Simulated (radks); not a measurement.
These are the eigenvalues of the occupied orbitals of an atom or ion with whole-number occupations (eV). Calculated with a radial shooting solver on a logarithmic mesh with Libxc functionals: Dirac Kohn-Sham, PBE, spin-unpolarised, spherical densities, point nucleus.

orbital  eigenvalue
1s1/2     -6487.218
2s1/2     -803.8150
2p1/2     -696.9489
2p3/2     -686.5249
3s1/2     -142.4462
3p1/2     -111.5044
3p3/2     -110.1432
3d3/2      -60.7836

Which element is it, and in what charge state? The configuration may be excited. Open shells, if any, fill j = l - 1/2 first.

Answer. Z = 25, manganese, charge +4: Mn4+ in [Ar] 3d3. The list shows which subshells hold electrons but not how many an open one holds; the 1s level, -238.4 hartree, gives Z - s = 21.8 by -(Z - s)^2/2, which with screening and relativity narrows Z to a few neighbours, and the depths of the outer levels then fix element, charge and occupations together.
